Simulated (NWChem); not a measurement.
TiO2; SMILES [O]=[Ti]=[O]

Program: NWChem. The geometry was optimised at PBE0/def2-SVP. Static field.

For level Hartree-Fock/def2-TZVPD:

- isotropic polarisability (bohr³) = 30.4

Task: What are these values for level Hartree-Fock/def2-TZVP?

Result: 
| Item | Result |
|---|---|
| isotropic polarisability (bohr³) | 26.9 |
